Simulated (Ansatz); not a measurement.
Computed with Ansatz on PBE0-D4/def2-TZVP structures; ΔE is electronic, products minus reactants. CBS: MP2 limit from def2 TZ/QZ plus the TZ coupled-cluster correction, frozen cores. This one scheme is used for every species. For Br outer-core shells are correlated without core-valence functions, which leaves a few kJ/mol of doubt a bond. Scalar relativity is left out up to krypton. Each species was taken in one conformer, which may not be the lowest.

`BBBr` + CH₃NH₂ → `CNBBr` + BH₃  (cleavage of the B–B bond)

| level | ΔE (kJ/mol) |
| --- | --- |
| HF/def2-SVP | -166.2 |
| CCSD/def2-SVP | -169.2 |

What does CCSD(T)/CBS give? (Best estimate.)

Ansatz gave: -152.1 kJ/mol. The listed levels differ from it by -14.1, -17.1 kJ/mol.

What do rigid-rotor, harmonic-oscillator terms from PBE0-D4/def2-TZVP frequencies (298.15 K, 1 bar) make of the CCSD(T)/CBS value? (Estimate.)

Ansatz gave: ΔZPE = -3.2 kJ/mol, ΔH = -154.5 kJ/mol, ΔS = -31 J/(mol·K), ΔG = -145.3 kJ/mol.

Largest T1 diagnostic among the species: 0.011.

The D4 term adds −3.1 kJ/mol with B3LYP and −1.8 kJ/mol with PBE0; it sums over pairs of atoms, weighted by their polarisabilities, and B3LYP, whose exchange is more repulsive, gets the larger term. Leaving LDA and LC-ωPBE aside and taking each functional with its dispersion term where it has one, the values, not all of them listed here, spread over 16.9 kJ/mol, from CAM-B3LYP-D4 to B97M-V. LDA lies −11.2 kJ/mol from PBE without D4.

B3LYP here is the variant with VWN-RPA as its local correlation; programs differ in this.
